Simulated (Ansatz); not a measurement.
Process, species as SMILES: CCCC=O + 3 C (CH4) → C=O (CH2O) [formaldehyde] + 3 CC (C2H6) [ethane]
Each molecule is optimised on its own at B3LYP-D3(BJ)/def2-TZVP (Ansatz, a first-principles code), one conformer each, not searched for the lowest.

Quantity: bond separation energy (electronic energy difference), in eV. Correlated levels leave the core frozen unless marked. Spin-orbit coupling is left out. Non-relativistic. Basis-set limits of correlation are two-point, X^-3; Hartree-Fock from the larger set. [CCSD(T)-MP2]/basis is that difference in the basis named.

```tsv
level	program	bond separation energy (eV)
HF/6-31G*	Ansatz	0.54
HF/cc-pwCVTZ	Ansatz	0.54
```

Question: What does RI-MP2/CBS(cc-pVTZ,cc-pVQZ)+[CCSD(T)-MP2]/cc-pVTZ (Ansatz) give?

Answer: 0.65 eV, so HF/cc-pwCVTZ differs from it by -0.11 eV.
